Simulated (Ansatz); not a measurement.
C$_{2}$H$_{5}$B$_{2}$ClO, 11 atoms. The species carries charge 0 and has multiplicity 1. The bonds changed during the relaxation, so this is another structure than the one it started from. All runs use 4 threads of an Intel Xeon 6975P-C on a shared host. Correlated methods freeze the cores.

Task: Give the basis size and wall time and peak host memory of each of these runs in Ansatz. RKS PBE-QIDH (frozen core)/def2-TZVPP energy; RHF-CCSD(T)/def2-TZVPP energy; RKS ωB97M-V/def2-SVP energy; RHF-MP2/def2-QZVPP energy; RKS PBE0-D4/def2-TZVP frequencies; direct RPA on PBE orbitals/def2-TZVPP energy; RKS r2SCANh-D4/def2-TZVPP energy; RKS CAM-B3LYP-D4/def2-TZVPP energy; RKS ωB97M-V/def2-QZVPP energy; RKS PBE0-D4/def2-SVP energy; RHF-CCSD(T)/def2-SVP energy; RKS PBE0-D4/def2-TZVP relaxation (7 steps). (Best estimate.)

Result: The calculation gave: Other jobs shared the machine, so times are rough.

```tsv
level	job	functions	wall time	peak host memory (GiB)
RKS PBE0-D4/def2-SVP	energy	113	0.65 s	0.27
RKS ωB97M-V/def2-SVP	energy	113	2 s	0.36
RKS CAM-B3LYP-D4/def2-TZVPP	energy	267	2.2 s	0.82
RKS r2SCANh-D4/def2-TZVPP	energy	267	2.9 s	0.74
RHF-CCSD(T)/def2-SVP	energy	113	3 s	0.6
direct RPA on PBE orbitals/def2-TZVPP	energy	267	3.3 s	0.75
RKS PBE-QIDH (frozen core)/def2-TZVPP	energy	267	3.6 s	0.8
RKS ωB97M-V/def2-QZVPP	energy	505	11 s	2.4
RHF-MP2/def2-QZVPP	energy	505	15 s	3.8
RKS PBE0-D4/def2-TZVP	relaxation (7 steps)	222	17 s	0.65
RHF-CCSD(T)/def2-TZVPP	energy	267	55 s	7.7
RKS PBE0-D4/def2-TZVP	frequencies	222	100 s	0.71
```
